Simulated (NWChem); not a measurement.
# SiH$_{2}$S, singlet; SMILES [SiH]S

```xyz
4

Si     0.1026     1.1693     0.0000
H     -1.4425     1.2511     0.0000
S     -0.0635    -0.9728     0.0000
H      1.2740    -1.2557     0.0000
```
Atoms are numbered in this order, from 1.

All runs: NWChem. Geometry optimised at PBE-D3(BJ)/def2-SVP; all other runs use it. Pople sets run with spherical d functions. Low-valent species are run as closed-shell singlets; no triplet was tried in these runs.

```json
[
 {"quantity": "isotropic polarisability (bohr³), static", "level": "LC-BLYP (range parameter 0.33 per bohr)/6-31+G*", "value": "48.3"},
 {"quantity": "cavity-dispersion-structure term (kcal/mol) in water", "level": "B3LYP/def2-SVP, SMD", "value": "0.9"},
 {"quantity": "J(29Si atom 1, 1H atom 2) (Hz)", "level": "B3LYP/pcJ-1", "value": "-26.3"},
 {"quantity": "vertical, lowest triplet (eV)", "level": "CAM-B3LYP/def2-SVPD, TDA", "value": "1.93"},
 {"quantity": "dipole (D)", "level": "RPBE/def2-SVP", "value": "0.78"},
 {"quantity": "highest harmonic frequency (cm⁻¹)", "level": "PBE-D3(BJ)/def2-SVP", "value": "2579"}
]
```
